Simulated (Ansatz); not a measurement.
```yaml
crystal:
  periodic: [false, false, false]
  atoms:
    - {symbol: N, position_ang: [0.901994, -0.427621, -1.273765]}
    - {symbol: Ta, position_ang: [0.038049, -0.042488, 0.464986]}
    - {symbol: O, position_ang: [1.209385, -0.437408, 1.663028]}
    - {symbol: O, position_ang: [-1.513193, -1.126976, 0.774541]}
    - {symbol: O, position_ang: [-0.442582, 1.808814, 0.528457]}
    - {symbol: H, position_ang: [0.523022, -0.200683, -2.181490]}
    - {symbol: H, position_ang: [1.812920, -0.849568, -1.371668]}
    - {symbol: H, position_ang: [-2.315892, -1.277794, 0.278300]}
    - {symbol: H, position_ang: [-0.125203, 2.507324, 1.100412]}
basis:
  gaussian: {orbitals: def2-SVPD}
magnetization: {spin_polarized: true, initial_magnetization: 2}
hamiltonian: {xc: {name: wB97M-V}}
accuracy: high
```

```sh
$ ansatz run in.yaml --threads 4 --pin off --events-out ev --progress --plain --max-ram 10444MiB
```

Shortened log:

```
Functional definition: wB97M-V
3156 factors; integrals over basis functions are off by at most 3.1e-9 eV
595 factors; integrals over basis functions are off by at most 1.9e-9 eV
mean field evaluation 1: about -9219.4750 eV, gradient 6.7e1 eV
mean field evaluation 2: about -9147.5067 eV, gradient 1.5e2 eV
mean field evaluation 4: about -9236.7053 eV, gradient 9.0e0 eV
mean field evaluation 8: about -9237.2750 eV, gradient 8.1e-1 eV
mean field evaluation 16: about -9237.4571 eV, gradient 4.0e-1 eV
mean field evaluation 32: about -9237.5986 eV, gradient 3.4e-2 eV
mean field -9237.59930235 eV, -339.4755128918 hartree, gradient 2.6e-8 eV, S^2 2.005433; 6 other end points of the search recorded, 0 dependent functions left out
reference -9237.59930809 eV, -339.4755131028 hartree; 25, 23 occupied and 131, 133 virtual orbitals, 3156 factors
Total energy: -9237.59930809 eV, -339.4755131028 hartree
```

Hardware: 4 threads of an Arm Neoverse V2 on a shared host. Wall time 3.3 min, peak host memory 2.2 GiB.
